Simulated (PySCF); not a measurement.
# `InChI=1S/C6H5BrN2/c1-8-6-4-3-5(7)9(6)2/h3-4H,2H3`

Geometry (Å), atoms numbered from 1 in this order:
```xyz
14

C    -1.4410   -4.0557   -0.0091
N    -0.6011   -3.2299   -0.0577
C     0.3733   -2.2869   -0.1138
C     1.7453   -2.4331   -0.2142
C     2.2956   -1.1321   -0.2345
C     1.2356   -0.2514   -0.1457
Br    1.2570    1.6059   -0.1196
N     0.0601   -0.9448   -0.0717
C    -1.2639   -0.3825    0.0318
H     2.2740   -3.3813   -0.2660
H     3.3446   -0.8571   -0.3056
H    -1.9908   -1.2021    0.0720
H    -1.4849    0.2507   -0.8394
H    -1.3566    0.2244    0.9440
```

Level of theory: quadratic response CAM-B3LYP/aug-cc-pVDZ first hyperpolarisability, Taylor convention, gas phase in PySCF 2.14.0. Geometry: PBE0-D3(BJ)/def2-SVP.

The calculation is non-relativistic, which matters for the atoms heavier than Zn.

Problem. Give the tensor of the second harmonic β(−2ω;ω,ω) at 1907 nm in the axes of these coordinates.

Solution. In au, Taylor convention; rows are the first index (the induced dipole):
```csv
,xx,yy,zz,xy,xz,yz
x,+148.1,+285.3,-26.8,+240.6,-11.0,-14.1
y,+240.0,+291.5,-18.2,+288.0,-14.0,-15.8
z,-11.0,-15.6,+5.0,-14.0,-26.6,-18.6
```
Norm of βᵢ = ⅓ Σⱼ (βᵢⱼⱼ + βⱼᵢⱼ + βⱼⱼᵢ): 656.5 au, hyper-Rayleigh value 289.0 au.
